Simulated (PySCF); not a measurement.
The electron affinity along the 3d series

All values are computed (PySCF 2.14, energy differences of UHF-based or UKS calculations, no spin-orbit coupling). Values in eV. The last column holds reference values (measured affinities from photodetachment; the arrow runs from anion to atom). Unmarked ones compare directly (S terms, centres of terms, or small fine structure); those marked * lie between the lowest fine-structure levels and include a spin-orbit shift.

```tsv
element	configurations	UHF	PBE0	r2SCAN	MP2 (valence)	SCS-MP2 (valence)	CCSD(T) (valence)	reference
Ti (aug-cc-pVDZ, non-relativistic)	[Ar] 3d3 4s2 → [Ar] 3d2 4s2	-0.783	0.540	0.983	-0.582	-0.988	-0.169	0.076 *
V (aug-cc-pVDZ, non-relativistic)	[Ar] 3d4 4s2 → [Ar] 3d3 4s2	-0.450	0.964	1.168	-0.013	-0.650	0.326	0.528 *
Cr (aug-cc-pVDZ, non-relativistic)	[Ar] 3d5 4s2 → [Ar] 3d5 4s1	-0.282	0.323	0.337	0.119	0.209	0.575	0.676
Fe (aug-cc-pVDZ, non-relativistic)	[Ar] 3d7 4s2 → [Ar] 3d6 4s2	-1.995	0.397	n/a	-0.209	-0.259	-0.154	0.153 *
Co (aug-cc-pVDZ, non-relativistic)	[Ar] 3d8 4s2 → [Ar] 3d7 4s2	-1.726	0.844	1.221	0.570	0.401	0.407	0.662 *
Ni (aug-cc-pVDZ, non-relativistic)	[Ar] 3d9 4s2 → [Ar] 3d8 4s2	-1.401	1.271	1.260	1.448	1.123	1.003	1.157 *
Cu (aug-cc-pVDZ-PP with ECP10MDF, ECP)	[Ar] 3d10 4s2 → [Ar] 3d10 4s1	-0.006	1.063	1.226	0.810	0.851	1.114	1.236
```

The highest occupied level of the anion is positive for Ti⁻ at UHF, PBE0, r2SCAN; V⁻ at UHF, PBE0, r2SCAN; Cr⁻ at UHF, PBE0, r2SCAN; Fe⁻ at UHF, PBE0, r2SCAN; Co⁻ at PBE0, r2SCAN; Ni⁻ at PBE0, r2SCAN; Cu⁻ at PBE0, r2SCAN, so there the basis helps to hold the electron.

"Valence" correlates the outer s and p shells and, in groups 3 to 12 and the f block, the outer d or f shell, open or full, or the next shell where the ion has no valence electron left; the wider scheme adds the next inner shell.
